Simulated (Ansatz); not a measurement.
Consider the formal exchange of groups at a Ga–Se bond: `C[Se][GaH2]` + `OBCl` → `O[B](Cl)[GaH2]` + `C[SeH]`.

Calculated with Ansatz (gas phase, PBE0-D4/def2-TZVP geometries, no zero-point term in ΔE). CBS: MP2 limit from def2 TZ/QZ plus the TZ coupled-cluster correction, frozen cores. This one scheme is used for every species. Functionals use def2-TZVPP. HSE06 is defined as in plane-wave codes. For Ga, Se outer-core shells are correlated without core-valence functions, which leaves a few kJ/mol of doubt a bond. Scalar relativity is left out up to krypton. One conformer a species, not always the lowest.

**Question.** Is it downhill or uphill in electronic energy at CCSD(T)/CBS, and by how much? (Best estimate.)

**Answer.** Ansatz gave: Uphill: ΔE = +131.9 kJ/mol.

**Question.** What do these levels give: PBE-D4, B97M-V, PBE0-D4, HSE06-D4, revPBE, PBE0, r2SCANh, CAM-B3LYP, HF/def2-SVP, MP2/def2-TZVPP, MP2/def2-QZVPP, SCS-MP2/def2-QZVPP? (An estimate is asked.)

**Answer.** The calculation gave: PBE-D4 125.6, B97M-V 128.0, PBE0-D4 128.8, HSE06-D4 129.2, revPBE 122.9, PBE0 128.3, r2SCANh 133.7, CAM-B3LYP 127.5, HF/def2-SVP 136.5, MP2/def2-TZVPP 137.2, MP2/def2-QZVPP 138.2, SCS-MP2/def2-QZVPP 134.8 kJ/mol.

Largest T1 diagnostic among the species: 0.014.

Leaving LDA and LC-ωPBE aside and taking each functional with its dispersion term where it has one, the values, not all of them listed here, spread over 12.1 kJ/mol, from revPBE-D4 to BHLYP-D4. From PBE to PBE0 (25 % exact exchange), in def2-TZVPP and without D4, ΔE moves by +3.3 kJ/mol.
